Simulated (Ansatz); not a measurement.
Stretching the Sn1–Cl3 bond in ClHSn (SMILES [Cl][SnH]) (multiplicity 1 held, fragments rigid). Energies count from the point at 2.396 Å.
Geometry at that point (charge 0, multiplicity 1):
```xyz
3

Sn    -0.3048    -0.3003     0.4177
H     -1.4223    -0.9435    -0.8190
Cl     0.9802     0.9387    -1.1802
```

Signs of static correlation in def2-TZVPP, with CASSCF(6,4), from Ansatz (a quantum-chemistry and plane-wave program) runs.

| R (Å) | T1 of restricted CCSD | ⟨S²⟩ of UHF | largest double amplitude of restricted CCSD | weight of the CASSCF reference in MRCISD | CASSCF natural occupations |
|---|---|---|---|---|---|
| 1.917 | 0.010 | 0.000 | 0.066 | 0.896 | 2.00 2.00 1.99 0.01 |
| 2.156 | 0.011 | 0.000 | 0.067 | 0.894 | 2.00 2.00 1.99 0.01 |
| 2.396 | 0.013 | 0.000 | 0.065 | 0.893 | 2.00 2.00 1.99 0.02 |
| 2.635 | 0.014 | 0.000 | 0.061 | 0.893 | 2.00 2.00 1.98 0.03 |
| 2.875 | 0.017 | 0.000 | ___ | 0.893 | 2.00 2.00 1.97 0.04 |
| 3.234 | 0.022 | 0.000 | 0.071 | 0.892 | 2.00 2.00 1.95 0.06 |
| 3.594 | 0.030 | 0.490 | 0.101 | 0.892 | 2.00 2.00 1.91 0.09 |
| 4.193 | 0.055 | 0.955 | 0.146 | 0.892 | 2.00 2.00 1.69 0.32 |
| 4.792 | 0.107 | 1.011 | 0.280 | 0.893 | 2.00 2.00 1.33 0.67 |
| 5.510 | 0.215 | 1.023 | 0.745 | 0.893 | 2.00 2.00 1.12 0.88 |
| 6.469 | 0.322 | 1.025 | ___ | 0.893 | 2.00 2.00 1.03 0.97 |
| 7.667 | 0.334 | 1.025 | 1.749 | 0.893 | 2.00 2.00 1.01 0.99 |

Q: What belongs in the gaps?

A: 
- 2.875, largest double amplitude of restricted CCSD: 0.051
- 6.469, largest double amplitude of restricted CCSD: 1.524

Doubts at one or more of the structures used: active orbitals that take no part (SC-NEVPT2 on CASSCF(6,4)/def2-TZVPP); a restricted determinant that unrestricted orbitals would lower (R-CCSD(T)/def2-TZVPP); T1 above 0.05 (R-CCSD(T)/def2-TZVPP, U-CCSD(T)/def2-TZVPP); other coupled-cluster roots lie near (R-CCSD(T)/def2-TZVPP, U-CCSD(T)/def2-TZVPP); a spin-contaminated determinant (U-CCSD(T)/def2-TZVPP).
